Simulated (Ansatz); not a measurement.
Saddle point of GeH$_{5}$ClO$_{2}$, singlet (GeH₃Cl ([Cl][GeH3]) + H₂O₂ ([OH][OH]) → GeH₄O₂ ([OH][O][GeH3]) + HCl; bonds formed: Ge1–O7, Cl2–H6; bonds broken: Ge1–Cl2, H6–O7), PBE0-D4/def2-TZVP structure:

```tsv
atom	x (Å)	y (Å)	z (Å)
Ge1	-0.3964	0.8751	-0.5654
Cl2	0.3944	-1.1677	-2.0210
H3	-1.7970	0.4226	-0.9629
H4	-0.4995	1.6555	0.7712
H5	0.4490	1.7004	-1.5300
H6	0.6156	-1.2463	-0.2255
O7	0.6344	-0.5122	0.5078
O8	-0.0397	-0.9457	1.6785
H9	0.6391	-0.7821	2.3471
```

Energies are electronic, without zero-point energy. Barriers and step energies count from the start structure reached by relaxing down the imaginary mode; all methods use the PBE0-D4 structures, on which another method's saddle can fall below an end. Program: Ansatz 0.2.0. Basis: def2-TZVPP, with def2-QZVPP for the basis limit. Cores are frozen in the correlated methods. Filled d shells of the heavier atoms are correlated. The def2 sets are not built for correlating such inner shells, so the correlated values are less sure here. B3LYP uses VWN-RPA correlation. Extrapolation: Hartree–Fock as exp(−7.88 √X), correlation as X^−2.97.

```
      method  barrier (eV)  step energy (eV)
       SPW92         0.728             0.395
      PBE-D4         0.966             0.448
     BLYP-D4         1.027             0.388
   r2SCAN-D4         1.042             0.452
      B97M-V         1.157             0.467
     PBE0-D4         1.123             0.525
    B3LYP-D4             ?             0.455
  r2SCAN0-D4         1.159             0.522
    BHLYP-D4         1.296             0.529
CAM-B3LYP-D4         1.187             0.438
     wB97X-V         1.225             0.493
     wB97M-V         1.184             0.519
      B2PLYP         1.199             0.431
    PBE-QIDH         1.209             0.511
  RPA on PBE             ?             0.425
          HF             ?             0.590
         MP2         1.224             0.436
        CCSD         1.341             0.473
     CCSD(T)         1.263             0.446
```

(1) Fill in the withheld barriers. (Judge from chemistry; the value comes from the calculation.)

The T1 diagnostic stays at or below 0.013.

Answers

(1) Computed: RPA on PBE 1.291; HF 1.602; B3LYP-D4 1.149 eV. Each is the energy of the saddle less that of the start structure, by the same method.

For comparison, the barrier by CCSD(T) at an estimated basis limit (MP2 extrapolated from triple and quadruple zeta, plus CCSD(T) − MP2 in triple zeta) is 1.245 eV.

Labels in which every atom is bracketed show which atoms are joined, not bond orders.

For scale, one of the runs: CCSD(T)/def2-TZVPP, 222 basis functions (an equivalent command: `ansatz run in.yaml --threads 4`). The run took 2.6 min on 4 CPU threads (shared host), with 3.6 GiB of host memory at its peak.
